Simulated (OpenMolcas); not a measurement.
**Cr2+ in CsCaF3: curves along the breathing mode**

Cr2+ with its 6 nearest fluoride ions, on the Ca site of CsCaF3 (a = 4.526 Å, distance in the model lattice 2.263 Å). The rest of the host is ab initio model potentials to 7.6 Å, with orthogonalisation functions on the cations behind the ligands, and point charges beyond; the distance is set by hand and nothing relaxes. Ligand basis ANO-RCC-VDZP.

| Quantity | Value |
| --- | --- |
| Program | OpenMolcas |
| Method | CASSCF |
| Basis | ANO-RCC-VDZP [5s4p2d1f] |
| Scalar Hamiltonian | DKH2, point nucleus |
| Active space | 4 electrons in 5 orbitals (3d) |
| State averaging | 2S+1 = 5 even, 5 roots; 2S+1 = 3 even, 45 roots; 2S+1 = 1 even, 50 roots |
| Spin-orbit coupling | RASSI with atomic mean-field integrals over the reference wave functions |

Spin-free energies (labels of O, the rotations of Oh) in cm-1 above the lowest fitted minimum, as all ligands move together:

```csv
R (Å),5E,5T2,3E,1T2,1E,1T2(2),1T1
2.021,4610,15400,24480,25850,26930,34430,36230
2.068,1490,11010,21350,23800,24790,31310,32970
2.116,100,8500,19950,23370,24250,29920,31440
2.164,380,7800,20200,24450,25230,30180,31580
2.211,2160,8750,21960,26920,27590,31950,33240
2.259,5500,11340,25270,30850,31430,35280,36450
2.306,10280,15490,30030,36130,36620,40050,41110
```

Cubic fits give the following; the wavenumber is harmonic, with the mass of all moving ligands, small differences in it between states hang on the degree of the fit, a number in brackets counts states of one label, and the table is a selection of at most 14 states with clean curves.

| State | R0 (Å) | Breathing mode (cm-1) | Minimum (cm-1) |
| --- | --- | --- | --- |
| 5E | 2.133 | 460 | 0 |
| 5T2 | 2.160 | 473 | 7760 |
| 3E | 2.133 | 460 | 19840 |
| 1T2 | 2.107 | 446 | 23330 |
| 1E | 2.110 | 445 | 24230 |
| 1T2(2) | 2.133 | 460 | 29810 |
| 1T1 | 2.137 | 460 | 31290 |
| 1E(2) | 2.136 | 450 | 35420 |
| 1T2(3) | 2.160 | 473 | 37030 |
| 1E(3) | 2.153 | 483 | 39260 |
| 1T1(2) | 2.171 | 454 | 43210 |
| 1T2(4) | 2.153 | 461 | 45230 |
| 1T1(3) | 2.154 | 488 | 48350 |
| 1T2(5) | 2.155 | 474 | 49580 |

The minimum of 5T2 is shifted by +0.0271 Å against 5E (from the unrounded fits). With M = 114.0 u for the moving shell, the Huang-Rhys factor in this mode is S = M ω ΔR² / 2ħ = 0.01483 × 114.0 × 460 × 0.0271² = 0.57. Only the first shell moves, against a rigid host.

An orbital doublet at a regular site is open to a Jahn-Teller distortion, which this geometry leaves out. Without dynamic correlation the repulsion within the d shell is too large (B by tens of per cent), so at a given field states of lower spin stand too high. Ligand-to-metal charge-transfer states are missing. With no ligand orbital active B as a rule stays too high, so bands that hang on it stand too high and its fall with covalency is understated. With metal d orbitals alone and no dynamic correlation 10Dq can be off by a tenth to a fifth, either way, in oxide and fluoride hosts. A group larger than the point group allows holds several states that coincide in this model. No measured value stands beside these numbers.
